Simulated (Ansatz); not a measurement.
A series at Si: from `O=C=N[SiH](N=C=O)N=C=O`, ligands are replaced one by one, each step taking up H₂ and setting free `N=C=O`; n counts the steps. Ansatz, PBE0-D4/def2-TZVP geometries. Each molecule was computed in one conformer, which needn't be the lowest.

CBS adds triple-zeta CCSD(T) − MP2 to the MP2 limit, frozen cores; atoms without spin–orbit coupling. 

```csv
n,molecule,"atomization energy, CCSD(T)/CBS (kJ/mol)"
0,`O=C=N[SiH](N=C=O)N=C=O`,5635.7
1,`O=C=N[SiH2]N=C=O`,4204.4
2,`O=C=N[SiH3]`,?
3,SiH₄,1362.7
```

Question: By hand: fit a straight line y = ȳ + b (n − n̄) to the 3 given rows and predict n = 2.

Answer: n̄ = 1.333, ȳ = 3734.27; Σ(n − n̄)(y − ȳ) = -6644.57, Σ(n − n̄)² = 4.667, so b = -1423.73 kJ/mol a step. Prediction: 3734.27 + (-1423.73) × (0.667) = 2784.6 kJ/mol.

Question: By hand: compare with the computed value, 2777.4 kJ/mol, and give the steps along the whole series.

Answer: The line misses by -7.2 kJ/mol (computed minus predicted). Steps: -1431.3, -1427.0, -1414.7 kJ/mol.

The steps differ by up to 16.6 kJ/mol, small against a whole step but well beyond the method's doubt, so the ligands' effects don't simply add. The miss is 0.2 % of the series' range. The energies themselves are unsure by some kJ/mol a bond, though much of that is common to the series.
